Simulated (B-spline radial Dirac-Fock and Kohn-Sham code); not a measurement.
How the binding energies of Ar⁹⁺ add up

System: the Ar⁹⁺ ion, [He] 2s2 2p5; nuclear rms radius 3.4274 fm (A = 40).

Model: relaxed Dirac-Fock hole states (ΔSCF) with Breit and QED corrections and a finite nucleus. Program: a radial finite-basis atomic code. The model has no electron correlation. Energies are counted from the vacuum level.

All terms are in eV, carry their sign (relaxation lowers the binding energy) and add up to the binding energy; ⟨r⟩ is the mean radius of the orbital in the initial state.

| subshell | −ε (Koopmans) | relaxation | Breit | self-energy | vacuum polarisation | binding energy | ⟨r⟩ (bohr) |
| --- | --- | --- | --- | --- | --- | --- | --- |
| K (1s) | 3492.8 | -17.76 | -2.33 | -1.09 | 0.08 | 3471.7 | 0.085 |
| L1 (2s) | 553.4 | -1.91 | -0.15 | -0.10 | 0.01 | 551.3 | 0.398 |
| L2,3 (2p) | 485.1 | -2.58 | -0.18 | 0.01 | 0.00 | 482.3 | 0.359 |

For the deepest level, K (1s), the Breit terms make up -0.067 % of the binding energy, QED -0.029 % and orbital relaxation -0.511 %.

Going to the tabulated ground configuration of the next ion removes an electron from L2,3 (2p), computed at 482.3 eV. NIST lists 479.76 ± 0.12 eV as the ionisation energy of this species (semi-empirical), -2.58 eV from the computed value. Where a p, d or f shell is open in either ion the computed value averages over both j values and all terms, while the table refers to the lowest levels; that difference holds spin-orbit splitting (largest in heavy or highly charged ions), term energies where several electrons share open shells, and correlation, and it can reach 10 % or more.
